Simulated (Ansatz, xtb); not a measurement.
Isomers of BFH2N2 in order of energy

4 gas-phase structures of BFH2N2, found in a search over its isomers (lower ones may exist). Each was relaxed with GFN2-xTB; where two conformers were screened, the lower at r2SCAN-D4/def2-SVP is listed:

A. `NN=BF`, a singlet
B. `F[B-]1=N[NH2+]1`, a singlet
C. a singlet given by its coordinates
D. `FB1NN1`, a singlet

C (Å):

```xyz
6

B    -0.0072    0.3469    1.1948
F    -1.0190   -0.4054    1.6335
N    -0.1127    1.1108    0.1008
N     0.0027    1.8159   -0.8696
H    -0.2626    2.8107   -0.7001
H     1.0247    0.3474    1.7537
```

Close contacts (Å): B1–F2 1.33, B1–N3 1.34, N3–N4 1.21, B1–H6 1.17, N4–H5 1.04.

Task: Make a reasoned guess at their ranking by r2SCAN-D4/def2-SVP single-point energy.

Result: Calculated order at r2SCAN-D4/def2-SVP: D (0.0), C (6.7), A (6.8), B (9.5) kcal/mol. Less than 1 kcal/mol parts C and A, so the order within that pair means little.

Energies above the lowest of each column, in kcal/mol; the last columns are at PBE0-D3(BJ)/pcseg-1 geometries (a dash: not run or not comparable):

```json
{"structure": "D", "GFN2-xTB": "11.2", "HF/STO-3G": "0.0", "r2SCAN-D4/def2-SVP": "0.0", "PBE0-D3(BJ)/pcseg-1": "0.0", "CCSD(T)/def2-TZVPP": "0.0"}
{"structure": "C", "GFN2-xTB": "10.8", "HF/STO-3G": "10.5", "r2SCAN-D4/def2-SVP": "6.7", "PBE0-D3(BJ)/pcseg-1": "6.2", "CCSD(T)/def2-TZVPP": "6.9"}
{"structure": "A", "GFN2-xTB": "0.0", "HF/STO-3G": "3.8", "r2SCAN-D4/def2-SVP": "6.8", "PBE0-D3(BJ)/pcseg-1": "7.0", "CCSD(T)/def2-TZVPP": "–"}
{"structure": "B", "GFN2-xTB": "24.3", "HF/STO-3G": "4.7", "r2SCAN-D4/def2-SVP": "9.5", "PBE0-D3(BJ)/pcseg-1": "7.7", "CCSD(T)/def2-TZVPP": "–"}
```

CCSD(T)/def2-TZVPP puts D lowest of those it was run on; GFN2-xTB picks A. Some further structures that were screened fall inside this span and aren't listed. Flexible structures stand in one conformer each, not always the lowest. Frequencies (PBE0-D3(BJ)/pcseg-1) were run for C, D alone.

Over these structures GFN2-xTB departs from r2SCAN-D4/def2-SVP by 7.2 kcal/mol on average once a common shift is removed. A GFN2-xTB relaxation took about 0.062 s and the r2SCAN-D4/def2-SVP energy about 1.3 s on a shared host (Ansatz 0.2.0, xtb 6.7.1).
